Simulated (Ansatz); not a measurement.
The same molecule with X = B, Al, Ga. Ansatz, PBE0-D4/def2-TZVP geometries, multiplicity 1. Each molecule was computed in one conformer, which needn't be the lowest.

Scalar relativity is left out up to krypton.

| X | molecule | mean X–Br bond length / Å | mean X–O bond length / Å | LUMO energy (PBE/def2-TZVPP) / eV | LUMO energy (PBE0/def2-TZVPP) / eV | HOMO–LUMO gap (ωB97M-V/def2-TZVPP) / eV |
| --- | --- | --- | --- | --- | --- | --- |
| Al | `[OH][Al]([Br])[O][SiH3]` | 2.233 | 1.676 | -1.82 | -0.97 | 11.53 |
| Ga | `[OH][Ga]([Br])[O][SiH3]` | 2.256 | 1.766 | -2.43 | -1.49 | 11.40 |

Problem. Give the row for X = B, `OB(Br)O[SiH3]`. (Best estimate.)

Solution. The calculation gave: 
```
X         molecule  mean X–Br bond length / Å  mean X–O bond length / Å  LUMO energy (PBE/def2-TZVPP) / eV  LUMO energy (PBE0/def2-TZVPP) / eV  HOMO–LUMO gap (ωB97M-V/def2-TZVPP) / eV
B  `OB(Br)O[SiH3]`                      1.961                     1.343                              -0.86                                0.00                                    12.41
```

From B to Ga the mean X–Br bond length rises at each step, by 0.295 Å in all; the mean X–O bond length rises at each step, by 0.423 Å in all; the LUMO energy (PBE/def2-TZVPP) falls at each step, by 1.57 eV in all; the LUMO energy (PBE0/def2-TZVPP) falls at each step, by 1.49 eV in all; the HOMO–LUMO gap (ωB97M-V/def2-TZVPP) falls at each step, by 1.01 eV in all.

Spin–orbit coupling is left out; it splits and shifts lone-pair levels of the heavy atoms by tenths of an eV.
